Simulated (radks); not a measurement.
Values are calculated unless marked as measured or tabulated.
All-electron atom: Pm4+ in [Xe] 4f3. Level of theory: Dirac Kohn-Sham, PBE, spin-unpolarised, spherical densities, point nucleus; open shells are shared between the two j in proportion to 2j + 1 (a radial shooting solver on a logarithmic mesh with Libxc functionals).

Unscreened Slater integrals over Kohn-Sham orbitals (cm^-1). Large and small components are both included.

integral,value
"F0(4f7/2,4f7/2)",230980
"F2(4f7/2,4f7/2)",110520
"F4(4f7/2,4f7/2)",69477
"F6(4f7/2,4f7/2)",50019
"F0(4f7/2,4f5/2)",231940
"F2(4f7/2,4f5/2)",110990
"F4(4f7/2,4f5/2)",69770
"G2(4f7/2,4f5/2)",110780
"G4(4f7/2,4f5/2)",69644
"G6(4f7/2,4f5/2)",50142
"F0(4f7/2,5p3/2)",149810
"F2(4f7/2,5p3/2)",53257
"G2(4f7/2,5p3/2)",26818
"G4(4f7/2,5p3/2)",21148
"F0(4f7/2,5p1/2)",155370
"G4(4f7/2,5p1/2)",23653
"F0(4f5/2,4f5/2)",232910
"F2(4f5/2,4f5/2)",111460
"F4(4f5/2,4f5/2)",70071
"F0(4f5/2,5p3/2)",150050
"F2(4f5/2,5p3/2)",52987
"G2(4f5/2,5p3/2)",26409
"G4(4f5/2,5p3/2)",20873
"F0(4f5/2,5p1/2)",155630
"G2(4f5/2,5p1/2)",29960
"F0(5p3/2,5p3/2)",125570
"F2(5p3/2,5p3/2)",68276
"F0(5p3/2,5p1/2)",128330
"G2(5p3/2,5p1/2)",69205
"F0(5p1/2,5p1/2)",131350
